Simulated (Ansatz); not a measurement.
`C[Se]B(O)O` + `[OH][GeH3]` → `OB(O)[O][GeH3]` + `C[SeH]`  (ligand exchange at a B–Se bond)

Gas-phase electronic energies from Ansatz, PBE0-D4/def2-TZVP geometries. CCSD(T)/CBS adds triple-zeta CCSD(T) − MP2 to the extrapolated MP2 energy (def2 sets, frozen cores). Functionals use def2-TZVPP. B3LYP here is the variant with VWN-RPA as its local correlation; programs differ in this. For Ge, Se outer-core shells are correlated without core-valence functions, which leaves a few kJ/mol of doubt a bond. Scalar relativity is left out up to krypton. Each species was taken in one conformer, which may not be the lowest.

(1) Is it downhill or uphill in electronic energy at CCSD(T)/CBS, and by how much? (Best estimate.)

(2) What do these levels give: r2SCAN-D4, B3LYP-D4, PBE, PBE0, HF/CBS(def2), MP2/CBS(def2)? (Best estimate.)

Largest T1 diagnostic among the species: 0.012.

## Answers

(1) Computed: Downhill: ΔE = -77.0 kJ/mol.

(2) Computed: r2SCAN-D4 -77.2, B3LYP-D4 -82.1, PBE -69.2, PBE0 -75.3, HF/CBS(def2) -103.8, MP2/CBS(def2) -70.1 kJ/mol.

In def2-TZVPP, CCSD(T) changes the Hartree–Fock value by +21.5 kJ/mol (the triples alone add +4.0 kJ/mol) and MP2 by +28.3 kJ/mol. From PBE to PBE0 (25 % exact exchange), in def2-TZVPP and without D4, ΔE moves by −6.1 kJ/mol.
